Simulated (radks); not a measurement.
Results of a calculation; reference values are marked as such.
Question: All-electron atom: Cr3+ in [Ar] 3d2.5 4s0.5 (fractional occupations, a model configuration). Code: a radial shooting solver on a logarithmic mesh with Libxc functionals. Model: scalar-relativistic Kohn-Sham, PBE, spin-polarised, spherical densities, point nucleus; open shells are filled with parallel spins first. Some entries of the table are withheld. Estimate them.

orbital  occ.  eigenvalue (hartree)  <r> (bohr)  <1/r> (bohr^-1)
1s up       1             -217.7224     0.06356            23.88
1s down     1             -217.7215     0.06356            23.88
2s up       1             -26.19303      0.2933            5.048
2s down     1             -26.14793      0.2929            5.055
2p up       3             -22.27139      0.2601            4.948
2p down     3             -22.23667      0.2597            4.954
3s up       1              -4.33012      0.8823            1.600
3s down     1              -4.21443      0.8838            1.596
3p up       3                   (1)      0.9288            1.475
3p down     3                   (2)      0.9315            1.470
3d up     2.5              -1.60716       1.068            1.196
3d down     0              -1.49562       1.080            1.186
4s up     0.5              -1.13810       2.369           0.5624
4s down     0              -1.05973       2.369           0.5616

Answer: 
(1) 3p up eigenvalue (hartree): -3.25984
(2) 3p down eigenvalue (hartree): -3.14569
